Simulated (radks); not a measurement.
Spin polarisation of the 4d2 shell in the zirconium ion Zr2+. Start: [Kr] 4d(up 1, down 1); electrons of 4d are moved from spin down to spin up, other shells keep equal spins. Method: scalar-relativistic Kohn-Sham, SCAN, spin-polarised, spherical densities, finite nucleus; meta-GGA in the generalised Kohn-Sham scheme; Fermi nuclear charge, rms radius of each element as measured or else 0.836 A^(1/3) + 0.57 fm; computed with a radial shooting solver on a logarithmic mesh with Libxc functionals.

moment (Bohr magnetons)  E - E(0) (eV)  e(4d up) (eV)  e(4d down) (eV)  4p down minus up (eV)
0                                0.000        -16.935          -16.935                 0.000
0.5                             -0.070        -17.181          -16.658                  0.397
1                               -0.266        -17.400          -16.337                  0.796
1.5                             -0.602        -17.598          -15.946                  1.202

At moment 1.5 the spin-polarisation energy is -0.602 eV and the 4d exchange splitting 1.652 eV, that is 1.101 eV per Bohr magneton; E = -I m^2/4 would give I = 1.071 eV.
